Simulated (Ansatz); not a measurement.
Cd8H22Se8. Charge 0, multiplicity 1. Geometry r2SCAN-D4/def2-SVP, basis def2-TZVP, Ansatz.

```xyz
38

Cd    1.0649    3.1292   -4.3362
Se    3.8578    1.9986   -2.0357
Se    0.8916    0.0367   -3.1353
Cd    1.5309   -2.1681   -1.6602
Cd    2.6866    2.1321    0.6048
Se    2.2177   -0.5669    0.7045
Se   -0.7343   -3.1419   -0.5004
Cd   -2.7811   -4.2963    1.8564
Cd    1.0932   -0.9508    3.1746
Se    0.8377   -3.8100    2.8032
Cd   -1.2001    1.6601   -2.5089
Se    0.0285    2.5552   -0.0375
Se   -3.1714   -0.0293   -2.0107
Cd   -2.8314   -1.5336    0.1402
Cd   -1.3264    2.5871    2.2796
Se   -1.3403   -0.0986    2.1691
H     0.6560    2.7962   -5.9311
H     1.8049    3.6365   -2.8822
H     5.0985    1.4323   -1.4482
H     4.4003    3.3613   -1.9191
H     0.2050   -0.6744   -4.2263
H     2.8711   -3.1445   -2.0387
H     3.5772    3.1230    1.6473
H     3.5851   -1.0107    1.0185
H    -1.3391   -3.6833   -1.7287
H    -3.6047   -5.4348    0.9366
H    -1.8809   -3.4474    3.0346
H     1.6753   -0.5568    4.7132
H     2.2950   -3.9550    3.0505
H     0.5542   -4.0209    4.2315
H    -1.1557    3.1400   -3.4014
H     0.1203    3.9903   -0.3471
H    -4.1971    0.9036   -1.5135
H    -3.5648    2.2673    0.5217
H    -3.9886   -2.3457    1.1371
H    -1.8713    3.7533    3.3511
H    -3.8888    2.8029    0.9553
H    -2.1757   -0.4367    3.3315
```

```json
{"run": "A", "HOMO (eV)": "-5.88", "LUMO (eV)": "-2.38"}
{"run": "B", "HOMO (eV)": "-6.93", "LUMO (eV)": "-1.61"}
{"run": "C", "HOMO (eV)": "-9.37", "LUMO (eV)": "1.18"}
{"run": "D", "HOMO (eV)": "-6.25", "LUMO (eV)": "-2.31"}
{"run": "E", "HOMO (eV)": "-6.14", "LUMO (eV)": "-2.13"}
```

In the def2 sets Cd takes a core potential; there is no spin–orbit coupling. Single mean-field runs in def2-TZVP are fitted with def2-universal-jkfit. In the singlet geometry the species has come apart into loosely held pieces. In the singlet, H34 and H37 lie 0.76 Å apart (atoms count from 1), so H2 has formed as a molecule.

Problem. The runs used B97M-V, HF, PBE, PBE0, r2SCAN. Estimate which is which.

Solution. A PBE (0 % exact exchange); B PBE0 (25 % exact exchange); C HF (100 % exact exchange); D B97M-V (0 % exact exchange); E r2SCAN (0 % exact exchange). Exact exchange lowers occupied and raises empty levels; among semilocal functionals meta-GGAs tend to open the gap a little, and such runs are hard to tell apart. The gap grows from 3.50 eV (PBE) to 10.55 eV (HF).
